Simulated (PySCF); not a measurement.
Computed shifts of a molecule CH3NO2Si, PBE0/pcSseg-1 (PySCF), GIAO, gas phase, equivalent atoms averaged, in ppm (number of nuclei): ²⁹Si: -50.1 (1). ¹⁵N: 52.8 (1). ¹³C: 127.7 (1). ¹H: 5.27 (1), 5.08 (1), 1.96 (1). References: ²⁹Si against TMS (σ = 352.7 ppm); ¹⁷O against H2O (σ = 334.2 ppm); ¹⁵N against NH3 (σ = 267.4 ppm); ¹³C against TMS (σ = 186.3 ppm); ¹H against TMS (σ = 31.56 ppm), references at their B3LYP-D3(BJ)/def2-TZVP geometries, non-relativistic. Geometry optimised at PBE0-D3(BJ)/def2-SVP. The values are those of a single conformer.

Q: Pick the molecule that these values belong to.
(A) O[Si@H]1N=CO1
(B) N#CO[SiH2]O
(C) O=C=N[SiH2]O

A: C, O=C=N[SiH2]O
